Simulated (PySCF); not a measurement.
## How methods differ on the ionisation energy of W⁴²⁺

W⁴²⁺ [Ar] 3d10 4s2 4p2 (3P) → W⁴³⁺ [Ar] 3d10 4s2 4p1 (2P), as a difference of total energies. Computed with PySCF 2.14 in an uncontracted even-tempered set (18 s from 4.5 bohr⁻², ratio 2.5; 14 p from 5.9 bohr⁻², ratio 2.5; 8 d from 10 bohr⁻², ratio 2.5; 4 f from 29 bohr⁻², ratio 2.7; 4 g from 44 bohr⁻², ratio 2.7), with the spin-free X2C one-electron Hamiltonian (Gaussian nucleus). Correlated levels: outer shells: [Ne] frozen; virtual orbitals above 40 to 60 times the deepest correlated orbital energy dropped. The calculations carry no spin-orbit coupling.

| method | ionisation energy (eV) |
| --- | --- |
| UHF | 2082.7 |
| MP2 (outer shells) | 2083.9 |
| SCS-MP2 (outer shells) | 2083.6 |
| CCSD (outer shells) | 2083.9 |
| CCSD(T) (outer shells) | 2083.9 |

Spin-orbit coupling is strong in these open shells (close to jj coupling). The scalar numbers leave it out and a first-order estimate fails, so it can dominate the gap to the real levels.

Breit and QED terms and the two-electron picture change are absent.

For comparison: 2149.1 ± 2.1 eV (semi-empirical (NIST evaluation); NIST Atomic Spectra Database, ionization energies).
